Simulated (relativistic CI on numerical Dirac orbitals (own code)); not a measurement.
Energy levels of Dy42+

Calculated at this level of theory: Dirac-Coulomb-Breit CI, KLI orbitals optimised for each configuration, model QED (radiative potential, 1s self-energy scaled to tabulated hydrogen-like ionisation energies), unscaled Slater integrals (own radial code, finite nucleus).

Configuration list (outside the closed core [Ne]): 3s²3p⁶3d⁶, 3s²3p⁵3d⁷, 3s²3p⁴3d⁸, 3s3p⁶3d⁷, 3p⁶3d⁸, 3s3p⁵3d⁸, 3s²3p⁶3d⁵4s, 3s²3p⁶3d⁵4p, 3s²3p⁴3d⁷4s, 3s²3p⁶3d⁵4d, 3s²3p⁵3d⁶4s, 3s²3p⁶3d⁵4f, 3s²3p⁶3d⁴4s², 3s3p⁶3d⁶4s, 3p⁶3d⁷4s, 3p⁶3d⁷4p. Levels of other configurations are missing.

The lowest level is 3s²3p⁶3d⁶ ³F4, with 39 % of that term; Hund's rules for 3s²3p⁶3d⁶ give ⁵D with J = 4, of which the calculation keeps J, while another term leads.

| No. | Configuration | Term | J | E (eV) | % | Landé g | Lifetime (s) |
| --- | --- | --- | --- | --- | --- | --- | --- |
| 1 | 3s²3p⁶3d⁶ | ³F | 4 | 0.000 | 39 | 1.274 |  |
| 2 | 3s²3p⁶3d⁶ | ³P | 2 | 6.350 | 42 | 1.301 | 7.74e+01 |
| 3 | 3s²3p⁶3d⁶ | ³P | 0 | 19.675 | 48 |  | 5.89e-01 |
| 4 | 3s²3p⁶3d⁶ | ⁵D | 3 | 33.777 | 69 | 1.372 | 1.81e-06 |
| 5 | 3s²3p⁶3d⁶ | ⁵D | 4 | 36.275 | 42 | 1.163 | 1.86e-06 |
| 6 | 3s²3p⁶3d⁶ | ⁵D | 1 | 37.700 | 53 | 1.331 | 1.75e-06 |
| 7 | 3s²3p⁶3d⁶ | ³G | 5 | 43.342 | 60 | 1.125 | 8.44e-06 |
| 8 | 3s²3p⁶3d⁶ | ³H | 6 | 43.479 | 69 | 1.107 | 2.84e-01 |
| 9 | 3s²3p⁶3d⁶ | ³F | 2 | 48.540 | 49 | 0.956 | 2.60e-06 |
| 10 | 3s²3p⁶3d⁶ | ³D | 3 | 49.720 | 29 | 1.054 | 3.34e-06 |
| 11 | 3s²3p⁶3d⁶ | ³P | 0 | 59.041 | 77 |  | 1.92e-05 |
| 12 | 3s²3p⁶3d⁶ | ³D | 2 | 60.598 | 38 | 1.116 | 6.76e-06 |
| 13 | 3s²3p⁶3d⁶ | ¹G | 4 | 60.979 | 38 | 1.040 | 3.47e-05 |
| 14 | 3s²3p⁶3d⁶ | ³P | 1 | 61.558 | 54 | 1.106 | 3.30e-06 |
| 15 | 3s²3p⁶3d⁶ | ³F | 3 | 64.233 | 53 | 1.061 | 5.05e-06 |
| 16 | 3s²3p⁶3d⁶ | ⁵D | 2 | 73.304 | 56 | 1.440 | 7.72e-07 |
| 17 | 3s²3p⁶3d⁶ | ⁵D | 0 | 76.065 | 60 |  | 6.77e-07 |
| 18 | 3s²3p⁶3d⁶ | ³H | 4 | 79.183 | 42 | 1.089 | 8.85e-07 |
| 19 | 3s²3p⁶3d⁶ | ³D | 3 | 82.478 | 28 | 1.203 | 9.75e-07 |
| 20 | 3s²3p⁶3d⁶ | ³H | 5 | 82.902 | 60 | 1.092 | 1.65e-06 |
| 21 | 3s²3p⁶3d⁶ | ¹I | 6 | 86.284 | 69 | 1.042 | 2.59e-06 |
| 22 | 3s²3p⁶3d⁶ | ³G | 3 | 88.198 | 46 | 0.949 | 1.46e-06 |
| 23 | 3s²3p⁶3d⁶ | ³P | 1 | 91.598 | 50 | 1.039 | 1.20e-06 |
| 24 | 3s²3p⁶3d⁶ | ¹G | 4 | 93.341 | 54 | 1.051 | 1.78e-06 |
| 25 | 3s²3p⁶3d⁶ | ³F | 2 | 93.898 | 34 | 1.050 | 1.46e-06 |
| 26 | 3s²3p⁶3d⁶ | ³F | 2 | 103.369 | 71 | 0.843 | 9.80e-07 |
| 27 | 3s²3p⁶3d⁶ | ³F | 4 | 107.142 | 62 | 1.152 | 1.44e-06 |
| 28 | 3s²3p⁶3d⁶ | ³P | 1 | 117.700 | 64 | 1.493 | 4.04e-07 |
| 29 | 3s²3p⁶3d⁶ | ¹D | 2 | 123.825 | 84 | 1.016 | 1.43e-06 |
| 30 | 3s²3p⁶3d⁶ | ¹G | 4 | 129.747 | 44 | 1.021 | 5.90e-07 |

Energies count from the lowest computed level; lifetimes are radiative, by E1, M1, E2, M2 decay to levels of this space only.

The mean weight of the leading LS term, summed over parents, in these 30 levels is 53 %, and that of the leading jj configuration (from the same eigenvectors) 94 %, so jj coupling describes them better and the LS labels are nominal.

At this charge energies of transitions that change n are usually good to better than 1 %, and those within a shell (Δn = 0) to a few per cent.

LS names give the leading component of a level, which can be under half, so a name can repeat, a term be missing and a line seem to break the LS rules.
